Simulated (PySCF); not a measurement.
Question: What does the PBE0-D3(BJ)/def2-SVP structure of `[H]/P=C(/C)[SiH3]` look like in three dimensions?

Answer: 
```xyz
11
C2H7PSi angstrom
C      1.6212   -0.3786   -0.2122
C      0.3368    0.3756   -0.0082
Si    -1.1950   -0.6433    0.3704
P      0.3407    2.0533   -0.1341
H      2.4650    0.2844   -0.4601
H      1.5189   -1.1204   -1.0231
H      1.8885   -0.9472    0.6954
H     -1.4746   -1.5752   -0.7683
H     -0.9564   -1.4834    1.5871
H     -2.3770    0.2378    0.5950
H     -1.0487    2.2899    0.1353
```

Any rigid rotation of these coordinates is as good. Atoms count from 1 in this order. Si3 (SiH3 silicon) is tetrahedral (angles from 107.4° to 110.9°). P4 (phosphorus bonded to C and H) is bent (angle 98.5°). Of the pairs four or more bonds apart, H10···H11 is among the closest relative to their van der Waals radii: 2.49 Å, 104 % of the sum of Bondi's values. The 4 heavy atoms lie in one plane (0.001 Å rms).

Bonds between heavy atoms (Å): C1–C2 1.503, C2–Si3 1.878, C2=P4 1.682.

Method: PySCF, PBE0-D3(BJ)/def2-SVP geometry optimisation, gas phase.

Point group: near Cs, missed by 0.09 Å at most; the miss may be what the optimiser left on a soft mode. Stationary, but not proved a minimum.
